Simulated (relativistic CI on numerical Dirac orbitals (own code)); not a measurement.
## What each ingredient does to the levels of Dy50+

Base calculation: Dirac-Coulomb-Breit CI, KLI orbitals optimised for each configuration, a model potential for QED, unscaled Slater integrals.

Configurations in the expansion (outside the closed core [Ne]): 3s2.3p4, 3s.3p5, 3s2.3p3.3d, 3p6, 3s.3p4.3d, 3p5.3d, 3s.3p3.3d2, 3s2.3p2.3d.4p, 3p5.4s, 3s.3p3.3d.4s, 3s2.3p3.4s, 3p5.4p, 3s2.3p3.4p, 3s2.3p3.4d, 3p4.3d.4p, 3s.3p4.4s, 3s2.3p3.4f, 3s.3p4.4p, 3s.3p4.4d, 3s.3p4.4f, 3s2.3p3.5s, 3s2.3p3.5p, 3s2.3p2.4s.4p, 3s2.3p3.5d, 3s2.3p3.5f, 3s2.3p3.5g, 3s.3p3.4s2, 3s.3p4.5s, 3s2.3p2.3d2, 3s2.3p.3d3, 3s.3p2.3d3, 3s2.3p.3d2.4s, 3s2.3p.3d2.4p, 3s2.3p.3d2.4d, 3p4.3d2, 3p3.3d3, 3p3.3d2.4s, 3p3.3d2.4p, 3p3.3d2.4d, 3s2.3p2.3d.4s, 3s.3p2.3d2.4s, 3s2.3p.3d.4s2, 3s2.3p.3d.4s.4p, 3s2.3p.3d.4s.4d, 3p4.3d.4s, 3p3.3d.4s2, 3p3.3d.4s.4p, 3p3.3d.4s.4d, 3s2.3p2.4s2, 3s.3p2.3d.4s2, 3s2.3p.4s2.4p, 3s2.3p.4s2.4d, 3s2.3p2.4p2, 3s2.3p.3d.4p2, 3s.3p2.3d.4p2, 3s2.3p.4s.4p2, 3s2.3p.4p3, 3s2.3p.4p2.4d, 3s.3p3.4s.4p, 3s.3p2.3d.4s.4p, 3s.3p2.4s2.4p, 3s.3p2.4s.4p2, 3s.3p2.4s.4p.4d. Double excitations out of closed p, d and f shells are left out; levels of such configurations are missing from the list, as are those of other unlisted configurations, and high levels can miss mixing partners. These lack a partner that the ground configuration has and come out too high: 3s2.3p3.4f, 3s.3p4.4p, 3s.3p4.4d, 3s.3p4.4f, 3s2.3p3.5s.

The lowest level and the first level of each name with at least 55 % of one term (blank where a level has no safe partner in the second run):

| Level | Base (eV) | Shift (eV) |
| --- | --- | --- |
| 3s2.3p4 3P_2 | 0.000 | 0.000 |
| 3s2.3p4 1S_0 | 17.207 | +1.059 |
| 3s2.3p4 3P_1 | 199.637 | +0.932 |
| 3s2.3p4 1D_2 | 208.284 | +1.346 |
| 3s2.3p3.3d 3P°_0 | 210.024 | -2.068 |
| 3s.3p5 3P°_2 | 354.721 | -1.225 |
| 3s2.3p4 3P_0 | 414.389 | +3.570 |
| 3s2.3p2.3d2 3P_0 | 434.628 |  |
| 3s2.3p3.3d 3G°_5 | 455.565 | -2.199 |
| 3s.3p5 3P°_0 | 557.767 | +0.752 |
| 3s.3p4.3d 5F_5 | 590.738 |  |

At this charge energies of transitions that change n are usually good to better than 1 %, and those within a shell (Δn = 0) to a few per cent.

**Question.** One thing was changed in a second run, which moved the levels as shown. Which?
A. Breit term removed
B. QED terms removed
C. configuration mixing switched off
D. only the first 3 configurations

**Answer.** D. Only the first 3 configurations. With fewer configurations the levels that remain lose their mixing partners.

LS names give the leading component of a level, which can be under half, so a name can repeat, a term be missing and a line seem to break the LS rules.
